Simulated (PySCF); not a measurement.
Identify the compound

An unknown has the formula C6H18AlP. Its calculated NMR data are:

¹H NMR (400 MHz, computed): δ 1.08 (m, 9H), -0.91 (m, 9H).

¹³C{¹H} NMR (computed): δ 11.2 (CH3), -13.1 (CH3).

[PySCF: σ from GIAO-B97-2/pcSseg-1; coordinates at the PBE0-D3(BJ)/def2-SVP level; averaged over atoms made equivalent by symmetry, fast rotation or ring inversion; single conformer; in vacuum; non-relativistic Hamiltonian]

Chemical shifts δ = σref − σ; TMS for ¹H, ¹³C, all at this level.

Question: Deduce the structure.

Answer: 
- 2 carbon signals for 6 carbons: some carbons are equivalent by symmetry or fast rotation.
- Carbon types of the structure: 6 × CH3, which accounts for all hydrogens.
- δC 11.2: methyl carbon bonded to P.
- δC -13.1: methyl carbon bonded to Al; an electropositive neighbour leaves it electron-rich and shielded.
- δH 1.08: hydrogen on a methyl carbon bonded to P.
- δH -0.91: hydrogen on a methyl carbon bonded to Al; an electropositive neighbour shields it, as in TMS itself.

Structure: `[CH3][Al-]([CH3])([CH3])[P+](C)(C)C`.

The data come from this structure; uniqueness wasn't tested.

Splittings by ³¹P in the carbon and heteronuclear signals aren't shown, as no couplings were computed. Shifts are as computed. Against solution values, carbons near 30 ppm lie about +1 ppm off and those near 130 ppm about +2 ppm. Of 1211 compounds with measured shifts, 218 miss one by over three times the rms of a fit or turn the order of signals round; such compounds aren't used in these exercises. No couplings were computed; multiplicities are counted from neighbouring protons, with m where these are inequivalent, close in shift, in a saturated or five-membered ring or joined by F or P, and br s for small geminal =CH2 splittings.
